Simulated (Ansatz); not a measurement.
Sn(OMe)H3 (CH₆OSn) was relaxed with r2SCAN-D4 (def2-TZVP) in Ansatz in these states: charge +1 doublet, neutral singlet. The geometries follow in no particular order.

In the def2 sets Sn takes a core potential; there is no spin–orbit coupling.

A:

```xyz
9

Sn    0.3268   -1.4241   -0.0229
O    -0.3710    0.2028    0.8512
C    -0.3561    1.4065    0.1098
H     0.6608    1.7072   -0.1838
H    -0.7703    2.1985    0.7408
H    -0.9697    1.3464   -0.8015
H    -0.6117   -1.6884   -1.4275
H     0.1305   -2.6256    1.1601
H     1.9608   -1.1232   -0.4262
```

B:

```xyz
9

Sn    0.709   -1.540    0.049
O    -0.772    0.017   -0.080
C    -0.582    1.369   -0.040
H     0.454    1.698    0.054
H    -1.228    1.762    0.777
H    -1.098    1.804   -0.922
H     0.431   -2.161   -1.497
H     0.004   -2.352    1.349
H     2.083   -0.596    0.309
```

Problem. Judge from the bond lengths which geometry belongs to which state (an estimate).

Solution. A is the neutral singlet (Sn1–O2 1.974 Å, O2–C3 1.414 Å, Sn1–H9 1.710 Å); B is the charge +1 doublet (Sn1–O2 2.153 Å, O2–C3 1.365 Å, Sn1–H9 1.688 Å).
